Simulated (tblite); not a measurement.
Species: C4H12F2OSi2.
Bonds: C1–Si2, Si2–C3, Si2–C4, C4–C5, C5–F6, C5–F7, Si2–O8, O8–Si9. Hydrogens: H10, H11, H12 on C1; H13, H14, H15 on C3; H16, H17 on C4; H18 on C5; H19, H20, H21 on Si9.

Structure optimised with GFN2-xTB, isolated species.

(1) What internal coordinates does the optimisation give?

Results:

(1) 
```tsv
bond	length (bohr)	order
C1–Si2, Si2–C3	3.588	single
Si2–C4	3.624	single
C4–C5	2.841	single
C5–F6, C5–F7	2.573	single
Si2–O8	3.076	single
O8–Si9	3.070	single
C1–H10 and 5 like bonds	2.051	single
C4–H16, C4–H17	2.058	single
C5–H18	2.075	single
Si9–H19, Si9–H20, Si9–H21	2.762	single
```

Bonds in one row agree within 0.02 bohr and their mean is given. Orders are formal, as drawn. A selection of angles:
```tsv
angle	degrees
Si2–C1–H10	110.9
H10–C1–H11	107.5
C1–Si2–C3	113.2
C1–Si2–C4	110.8
C1–Si2–O8	109.9
C3–Si2–C4	109.1
C3–Si2–O8	108.0
C4–Si2–O8	105.4
Si2–C4–C5	111.0
Si2–C4–H16	110.9
C5–C4–H16	108.2
H16–C4–H17	107.6
C4–C5–F6	111.7
C4–C5–H18	113.3
F6–C5–F7	105.2
F6–C5–H18	107.4
Si2–O8–Si9	163.3
O8–Si9–H19	105.3
O8–Si9–H21	108.4
H19–Si9–H20	112.3
```

Torsions: C1–Si2–C4–C5 -81° (synclinal); Si2–C4–C5–F6 178° (antiperiplanar); C1–Si2–O8–Si9 -4° (synperiplanar). The mirror-image conformer, all signs reversed, is as good.

Si2 (oxygen-bound silicon) is distorted tetrahedral (angles from 105.4° to 113.2°). Si9 (oxygen-bound silicon) is distorted tetrahedral (angles from 105.3° to 112.4°). Of the pairs four or more bonds apart, O8···H18 is among the closest relative to their van der Waals radii: 2.69 Å, 99 % of the sum of Bondi's values.

Point group: C1 (no symmetry element, even within 0.4 Å). GFN2-xTB frequencies show an imaginary mode (47i cm⁻¹), so the point is no minimum at that level. 3 starts were optimised and ended at 0.00, 0.01 and 0.26 kcal/mol (GFN2-xTB); the lowest of these is shown.

These are computed values.
